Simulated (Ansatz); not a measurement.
`[CH3][W](=[S])(=[S])[Cl]` + `[NH2][Ga]([F])[SH]` → `[CH3][W]([NH2])(=[S])=[S]` + `[F][Ga]([SH])[Cl]`  (redistribution)

Calculated with Ansatz (gas phase, PBE0-D4/def2-TZVP geometries, no zero-point term in ΔE). CCSD(T)/CBS adds triple-zeta CCSD(T) − MP2 to the extrapolated MP2 energy (def2 sets, frozen cores). Functionals use def2-TZVPP. B3LYP here is the variant with VWN-RPA as its local correlation; programs differ in this. def2 core potentials past Kr. For Ga, W outer-core shells are correlated without core-valence functions, which leaves a few kJ/mol of doubt a bond. Scalar relativity is left out up to krypton. Each species was taken in one conformer, which may not be the lowest.

```
  level  ΔE (kJ/mol)
ωB97X-V        -37.7
  B3LYP        -33.4
```

(1) What does CCSD(T)/CBS give? (Estimate.)

Largest T1 diagnostic among the species: 0.022, so the coupled-cluster value is less sure than usual.

## Answers

(1) Ansatz gave: -27.3 kJ/mol. The listed levels differ from it by -10.4, -6.1 kJ/mol.

In def2-TZVPP, CCSD(T) changes the Hartree–Fock value by +15.6 kJ/mol (the triples alone add +3.2 kJ/mol) and MP2 by +33.1 kJ/mol.
